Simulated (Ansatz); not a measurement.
`[F][GeH]([F])[GeH3]` + `O[SiH2]F` → `F[SiH2][O][GeH3]` + `[F][GeH2][F]` at 298.15 K and 1 bar (cleavage of the Ge–Ge bond).

Calculated with Ansatz (gas phase, PBE0-D4/def2-TZVP geometries, no zero-point term in ΔE). CBS: MP2 limit from def2 TZ/QZ plus the TZ coupled-cluster correction, frozen cores. For Ge outer-core shells are correlated without core-valence functions, which leaves a few kJ/mol of doubt a bond. Scalar relativity is left out up to krypton. One conformer a species, not always the lowest.

```csv
species,CCSD(T)/CBS energy (Eh),H − E (kJ/mol),S (J/(mol·K))
`[F][GeH]([F])[GeH3]`,-4354.28742,115.9,361.9
`O[SiH2]F`,-465.96250,103.4,276.2
`F[SiH2][O][GeH3]`,-2543.28863,147.4,358.5
`[F][GeH2][F]`,-2276.96403,66.9,277.3
```

H − E and S are ideal-gas, rigid-rotor, harmonic terms from PBE0-D4/def2-TZVP, for one conformer and one mirror image of each species. 1 Eh = 2625.50 kJ/mol, R = 8.31446 J/(mol·K).

Question: By hand: ΔE, ΔH, ΔS and ΔG.

Answer: ΔE = (-2543.28863) + (-2276.96403) − (-4354.28742) − (-465.96250) = -0.00274 Eh = -7.2 kJ/mol. Δ(H − E) = 147.4 + 66.9 − 115.9 − 103.4 = -5.0, so ΔH = -12.2 kJ/mol. ΔS = 358.5 + 277.3 − 361.9 − 276.2 = -2.3 J/(mol·K). ΔG = -12.2 − 298.15 × (-2.3)/1000 = -11.5 kJ/mol.

Question: By hand: the equilibrium constant, and the temperature at which ΔG would vanish if ΔH and ΔS stayed fixed.

Answer: log₁₀ K = −ΔG/(RT ln 10) = 2.0. ΔG = 0 at ΔH/ΔS = 5304 K, far beyond where these terms or the molecules hold.

The number of gas molecules stays the same, so ΔS is small and ΔH decides. A doubt of 5 kJ/mol in ΔE shifts log₁₀ K by 0.9 here. Other conformers and mirror images would add mixing entropy, several J/(mol·K) or more a flexible species. Modes under 60 cm⁻¹, often nearly free rotors, make the harmonic entropy too high. These are equilibria of isolated gas molecules and say nothing of rates. Largest T1 diagnostic: 0.012 (customary marks: 0.02 for closed shells, 0.045 for open ones).
